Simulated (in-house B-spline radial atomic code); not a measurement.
Successive ionisation energies of mercury; each step leads to the configuration of the next row (after the last: bare). Dirac energy differences include first-order Breit, QED and recoil terms. NIST's values go from ground level to ground level; the uncertainty of those that are theory runs from under 0.1 % in few-electron ions to several per cent in heavy many-electron ones. Computed with a B-spline radial code for spherical atoms: Dirac-Hartree-Fock, average of the configuration, finite nuclei.

```json
{"ion": "Hg60+", "configuration": "[Ar] 3d2", "ionisation energy (eV)": "6285.3", "tabulated value (eV)": "6356", "tabulated kind": "tabulated theory", "computed minus tabulated (eV)": "-71", "highest orbital": "3d5/2", "largest mean radius (bohr)": "0.17326"}
{"ion": "Hg61+", "configuration": "[Ar] 3d1", "ionisation energy (eV)": "6441.3", "tabulated value (eV)": "6508", "tabulated kind": "tabulated theory", "computed minus tabulated (eV)": "-67", "highest orbital": "3d5/2", "largest mean radius (bohr)": "0.17236"}
{"ion": "Hg62+", "configuration": "[Ne] 3s2 3p6", "ionisation energy (eV)": "7102.9", "tabulated value (eV)": "6933", "tabulated kind": "tabulated theory", "computed minus tabulated (eV)": "170", "highest orbital": "3p3/2", "largest mean radius (bohr)": "0.17145"}
{"ion": "Hg63+", "configuration": "[Ne] 3s2 3p5", "ionisation energy (eV)": "7241.9", "tabulated value (eV)": "7066", "tabulated kind": "tabulated theory", "computed minus tabulated (eV)": "176", "highest orbital": "3p3/2", "largest mean radius (bohr)": "0.17059"}
{"ion": "Hg64+", "configuration": "[Ne] 3s2 3p4", "ionisation energy (eV)": "7381.9", "tabulated value (eV)": "7211", "tabulated kind": "tabulated theory", "computed minus tabulated (eV)": "171", "highest orbital": "3p3/2", "largest mean radius (bohr)": "0.16979"}
{"ion": "Hg65+", "configuration": "[Ne] 3s2 3p3", "ionisation energy (eV)": "7522.8", "tabulated value (eV)": "7350", "tabulated kind": "tabulated theory", "computed minus tabulated (eV)": "173", "highest orbital": "3p3/2", "largest mean radius (bohr)": "0.16901"}
{"ion": "Hg66+", "configuration": "[Ne] 3s2 3p2", "ionisation energy (eV)": "7664.7", "tabulated value (eV)": "8010", "tabulated kind": "tabulated theory", "computed minus tabulated (eV)": "-345", "highest orbital": "3p3/2", "largest mean radius (bohr)": "0.16823"}
{"ion": "Hg67+", "configuration": "[Ne] 3s2 3p1", "ionisation energy (eV)": "7807.6", "tabulated value (eV)": "8160", "tabulated kind": "tabulated theory", "computed minus tabulated (eV)": "-352", "highest orbital": "3p3/2", "largest mean radius (bohr)": "0.16745"}
{"ion": "Hg68+", "configuration": "[Ne] 3s2", "ionisation energy (eV)": "8467.3", "tabulated value (eV)": "8470", "tabulated kind": "tabulated theory", "computed minus tabulated (eV)": "-3", "highest orbital": "3s1/2", "largest mean radius (bohr)": "0.16535"}
{"ion": "Hg69+", "configuration": "[Ne] 3s1", "ionisation energy (eV)": "?", "tabulated value (eV)": "?", "tabulated kind": "tabulated theory", "computed minus tabulated (eV)": "?", "highest orbital": "?", "largest mean radius (bohr)": "?"}
{"ion": "Hg70+", "configuration": "[He] 2s2 2p6", "ionisation energy (eV)": "?", "tabulated value (eV)": "?", "tabulated kind": "tabulated theory", "computed minus tabulated (eV)": "?", "highest orbital": "?", "largest mean radius (bohr)": "?"}
{"ion": "Hg71+", "configuration": "[He] 2s2 2p5", "ionisation energy (eV)": "19603.0", "tabulated value (eV)": "18910", "tabulated kind": "tabulated theory", "computed minus tabulated (eV)": "693", "highest orbital": "2p3/2", "largest mean radius (bohr)": "0.067851"}
{"ion": "Hg72+", "configuration": "[He] 2s2 2p4", "ionisation energy (eV)": "19992.3", "tabulated value (eV)": "19310", "tabulated kind": "tabulated theory", "computed minus tabulated (eV)": "682", "highest orbital": "2p3/2", "largest mean radius (bohr)": "0.067575"}
{"ion": "Hg73+", "configuration": "[He] 2s2 2p3", "ionisation energy (eV)": "20385.1", "tabulated value (eV)": "19680", "tabulated kind": "tabulated theory", "computed minus tabulated (eV)": "705", "highest orbital": "2p3/2", "largest mean radius (bohr)": "0.0673"}
{"ion": "Hg74+", "configuration": "[He] 2s2 2p2", "ionisation energy (eV)": "20781.4", "tabulated value (eV)": "22120", "tabulated kind": "tabulated theory", "computed minus tabulated (eV)": "-1339", "highest orbital": "2p3/2", "largest mean radius (bohr)": "0.067027"}
{"ion": "Hg75+", "configuration": "[He] 2s2 2p1", "ionisation energy (eV)": "?", "tabulated value (eV)": "?", "tabulated kind": "tabulated theory", "computed minus tabulated (eV)": "?", "highest orbital": "?", "largest mean radius (bohr)": "?"}
{"ion": "Hg76+", "configuration": "[He] 2s2", "ionisation energy (eV)": "23167.7", "tabulated value (eV)": "23170", "tabulated kind": "tabulated theory", "computed minus tabulated (eV)": "-2", "highest orbital": "2s1/2", "largest mean radius (bohr)": "0.066484"}
{"ion": "Hg77+", "configuration": "[He] 2s1", "ionisation energy (eV)": "23543.5", "tabulated value (eV)": "23544.1", "tabulated kind": "tabulated theory", "computed minus tabulated (eV)": "-1", "highest orbital": "2s1/2", "largest mean radius (bohr)": "0.066213"}
{"ion": "Hg78+", "configuration": "1s2", "ionisation energy (eV)": "94118.9", "tabulated value (eV)": "94124.7", "tabulated kind": "tabulated theory", "computed minus tabulated (eV)": "-6", "highest orbital": "1s1/2", "largest mean radius (bohr)": "0.016503"}
{"ion": "Hg79+", "configuration": "1s1", "ionisation energy (eV)": "95897.5", "tabulated value (eV)": "95898.19", "tabulated kind": "tabulated theory", "computed minus tabulated (eV)": "-1", "highest orbital": "1s1/2", "largest mean radius (bohr)": "0.01641"}
```

(1) Fill in the row of Hg69+.

(2) Fill in the row of Hg70+.

(3) Fill in the row of Hg75+.

(4) Where is the largest jump?

Where a p, d or f electron is removed, the computed value is a mean over both j, so it misses the tabulated one by a part of the spin-orbit splitting; averaging over terms and missing correlation add to the gap, relatively most at low charge.

Results:

(1) ionisation energy (eV): 8615.2; tabulated value (eV): 8620; computed minus tabulated (eV): -5; highest orbital: 3s1/2; largest mean radius (bohr): 0.1647.

(2) ionisation energy (eV): 19217.2; tabulated value (eV): 18550; computed minus tabulated (eV): 667; highest orbital: 2p3/2; largest mean radius (bohr): 0.068129.

(3) ionisation energy (eV): 21181.2; tabulated value (eV): 22580; computed minus tabulated (eV): -1399; highest orbital: 2p3/2; largest mean radius (bohr): 0.066754.

(4) From Hg77+ to Hg78+, by a factor of 4.00 (23544 to 94119 eV); the highest orbital goes from 2s1/2 to 1s1/2.
